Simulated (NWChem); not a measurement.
System: InH$_{2}$OF; SMILES [OH][InH][F]

```xyz
5

In    -0.2953    -0.0220     0.0000
H     -1.9895    -0.0563     0.0000
F      0.7744    -1.6705     0.0000
O      0.9502     1.5221     0.0000
H      1.8684     1.2245     0.0000
```
Atoms are numbered in this order, from 1.

Level: PBE0/def2-SVP with def2 effective core potentials on In (NWChem), optimised geometry, unscaled harmonic frequencies. def2 effective core potentials on In; no spin-orbit coupling.

| frequency (cm⁻¹) | IR intensity (km/mol) |
|---|---|
| 138 | 31.6 |
| 339 | 171.7 |
| 423 | 80.1 |
| 428 | 4.7 |
| 606 | 41.9 |
| 625 | 54.2 |
| 827 | 82.8 |
| 1896 | 65.5 |
| 3883 | 70.7 |

The zero-point energy is 13.1 kcal/mol and the thermal correction to the enthalpy at 298.15 K (with zero-point energy) is 16.7 kcal/mol. The heat capacity Cv comes out as 14.9 cal/(mol K) and the entropy at 298.15 K and 1 atm (symmetry number 1) comes out as 72.5 cal/(mol K).

Rigid rotor and harmonic oscillator.
